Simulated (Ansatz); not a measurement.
Geometry optimisation, RKS PBE-D4/6-31G* in Ansatz.

Input:

```yaml
crystal:
  periodic: [false, false, false]
  atoms:
    - { symbol: Si, position_ang: [-0.318246, 0.470422, -0.264082] }
    - { symbol: Cl, position_ang: [1.433306, -1.725722, -2.232252] }
    - { symbol: O, position_ang: [-0.535867, 0.973955, -1.723006] }
    - { symbol: H, position_ang: [0.704341, -0.694131, -2.616194] }
    - { symbol: C, position_ang: [1.084055, 1.084821, 0.827062] }
    - { symbol: C, position_ang: [-1.452626, -0.756985, 0.591104] }
    - { symbol: H, position_ang: [2.047298, 0.790498, 0.37307] }
    - { symbol: H, position_ang: [1.068041, 2.186703, 0.875706] }
    - { symbol: H, position_ang: [1.033418, 0.672775, 1.848486] }
    - { symbol: H, position_ang: [-0.86733, -1.501712, 1.15895] }
    - { symbol: H, position_ang: [-2.087159, -1.273114, -0.145179] }
    - { symbol: H, position_ang: [-2.10903, -0.22751, 1.306432] }
basis:
  gaussian: { orbitals: "6-31G*" }
hamiltonian:
  xc: pbe
  dispersion: d4
relax:
  f_tol: 0.03
  max_steps: 50
```

Command:

```bash
$ ansatz run input.yaml --threads 2 --pin off --max-ram 3072MiB --backend cpu --events-out ev --progress --plain --runs-dir out
```

Task: Where does it end, and by what steps?

Result: It converged. The force dipped under the threshold on the way, but the program's further checks kept it going. After 35 steps the energy has fallen by 0.264 eV; Cl2 moved furthest, 1.95 Å.

```
step  energy less start (eV)  largest force component (eV/Å)  accepted
   0                  0.0000                           0.229       yes
   2                 -0.1033                           0.211       yes
   4                 -0.1240                           0.212       yes
   6                 -0.1464                           0.198       yes
   8                 -0.1539                           0.229       yes
  10                 -0.1625                           0.025       yes
  12                 -0.1682                           0.329       yes
  14                 -0.1887                           0.216       yes
  16                 -0.2132                           0.221       yes
  18                 -0.2384                           0.207       yes
  20                 -0.2444                           0.144       yes
  22                 -0.2562                           0.070       yes
  24                 -0.2586                           0.045       yes
  26                 -0.2605                           0.071       yes
  28                 -0.2601                           0.231        no
  30                 -0.2620                           0.145        no
  32                 -0.2630                           0.066       yes
  34                 -0.2634                           0.016       yes
  35                 -0.2635                           0.017       yes
```

```xyz
12
Properties=species:S:1:pos:R:3
Si -0.304 -0.205 -0.182
Cl 2.296 -0.120 -2.931
O -0.263 -0.766 -1.643
H 1.068 -0.465 -2.415
C 1.084 0.803 0.562
C -1.770 -0.521 0.938
H 1.938 0.829 -0.135
H 0.744 1.838 0.750
H 1.406 0.378 1.529
H -1.484 -1.216 1.748
H -2.598 -0.969 0.367
H -2.115 0.414 1.412
```

Whether the end is a true minimum wasn't checked by a vibrational analysis.

Run time: 81 s on 2 threads of Arm Neoverse V1, with other jobs on the host, peak memory 0.15 GiB.
